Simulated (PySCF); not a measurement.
**Distorted geometries of [OsO3Cl3]−**

[OsO3Cl3]− (singlet). PySCF 2.14.0, RKS B3LYP, Os def2-SVP with ECP60, O def2-SVP, Cl def2-SVP; non-relativistic Hamiltonian with scalar-relativistic core potentials where named; density fitting; no spin-orbit coupling. Relaxed geometry:

```xyz
7

Os    0.1879    0.0385    0.0000
O    -0.1727    0.3340    1.6702
O    -0.1727    0.3340   -1.6702
O     1.8822   -0.2618    0.0000
Cl    0.4149    2.4928    0.0000
Cl   -2.2900   -0.4092    0.0000
Cl    0.1326   -2.4066    0.0000
```

Question: Order these distorted geometries by energy above the relaxed one, lowest first.
A.
```xyz
7

Os    0.0046   -0.0813    0.0031
O    -0.3650    0.5222    1.7909
O    -0.0131    0.3755   -2.0823
O     1.9110   -0.4817    0.0343
Cl    0.6177    2.3875    0.3391
Cl   -2.3299   -0.3327   -0.1229
Cl    0.1569   -2.2677    0.0378
```
B.
```xyz
7

Os    0.1722    0.1140   -0.0523
O    -0.1576    0.4007    1.7160
O    -0.1809    0.3032   -1.6939
O     1.8378   -0.2527    0.0032
Cl    0.4325    2.4705   -0.0193
Cl   -2.2170   -0.4497   -0.0135
Cl    0.0952   -2.4643    0.0597
```
C.
```xyz
7

Os    0.2481    0.1439    0.0365
O    -0.1114    0.3615    1.6023
O    -0.2158    0.2030   -1.7011
O     1.8849   -0.2463    0.0078
Cl    0.3984    2.4482    0.0075
Cl   -2.3408   -0.3298    0.0893
Cl    0.1188   -2.4588   -0.0423
```

Answer: B (0.31 eV), C (0.75 eV), A (4.32 eV).

Question: Which forces (eV/Å) act in the one that lies 4.32 eV up?

Answer: 
```
Os   5.93  5.62 -0.28
O    0.89 -2.49 -4.80
O   -0.34 -1.25  6.21
O   -4.86  2.07  0.06
Cl  -0.11 -0.04 -0.81
Cl  -0.28 -0.21 -0.35
Cl  -1.23 -3.70 -0.03
```
Forces carry noise of the integration grid, about 0.01 to 0.03 eV/Å.
